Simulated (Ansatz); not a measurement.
Ge₆N₄H₁₆, a cluster cut from the lattice of germanium (4 of the caps NH2). Charge 0, multiplicity 3. Geometry r2SCAN-D4/def2-SVP, that of the neutral singlet; atoms count from 1.

```xyz
26

Ge   -2.099    1.345    1.302
Ge    1.684    0.350    1.485
Ge   -0.013    1.710   -2.033
Ge   -2.232    1.204   -1.114
Ge    1.797    0.523   -0.933
Ge   -0.578   -0.471    1.857
N     2.875   -1.065    1.778
N    -2.864   -0.500   -1.422
N     1.531   -1.307   -1.259
N    -0.900   -1.821    0.605
H    -3.479    1.178    1.964
H    -1.512    2.699    1.750
H     3.849   -0.767    1.700
H     2.770   -1.482    2.703
H     2.025    1.643    2.270
H     0.049    1.340   -3.535
H     0.301    3.221   -1.948
H    -2.787   -0.800   -2.395
H    -2.357   -1.171   -0.827
H    -3.220    2.207   -1.751
H     1.651   -1.575   -2.237
H     2.192   -1.851   -0.698
H     3.182    1.010   -1.449
H    -0.161   -1.812   -0.119
H    -0.894   -2.743    1.042
H    -0.813   -1.066    3.264
```

At PBE-D4/def2-SVP a singlet of charge 0 lies 4.03 eV below the triplet at the same geometry.

**Question.** Estimate the Mulliken populations from the PBE/def2-SVP orbitals of Ansatz.

**Answer.** 
```tsv
atom	charge (e)	spin (α − β)
Ge1	0.03	0.13
Ge2	0.18	0.23
Ge3	0.00	0.17
Ge4	0.17	0.13
Ge5	0.14	0.14
Ge6	0.11	0.22
N7	-0.31	0.03
N8	-0.24	0.24
N9	-0.31	0.07
N10	-0.26	0.21
H11	-0.04	0.06
H12	-0.03	0.01
H13	0.09	0.03
H14	0.09	0.03
H15	-0.05	-0.01
H16	-0.07	0.06
H17	-0.04	0.02
H18	0.11	0.01
H19	0.11	0.01
H20	-0.03	0.06
H21	0.10	0.02
H22	0.11	0.02
H23	-0.03	0.08
H24	0.10	0.00
H25	0.11	0.02
H26	-0.04	-0.01
```
Mulliken values depend strongly on the basis.

**Question.** Where does the spin sit?

**Answer.** Summed by element: Ge 1.02, N 0.56, H 0.42, of 2 unpaired in all. Largest on single atoms: N8 0.24, Ge2 0.23, Ge6 0.22.

**Question.** And the Mayer bond orders between heavy atoms (over 0.3)?

**Answer.** Ge1–Ge4 0.92 (2.42 Å); Ge1–Ge6 0.87 (2.43 Å); Ge2–Ge5 0.92 (2.43 Å); Ge2–Ge6 0.90 (2.43 Å); Ge2–N7 0.99 (1.87 Å); Ge3–Ge4 0.84 (2.45 Å); Ge3–Ge5 0.95 (2.43 Å); Ge4–N8 1.05 (1.84 Å); Ge5–N9 0.93 (1.88 Å); Ge6–N10 0.97 (1.87 Å).
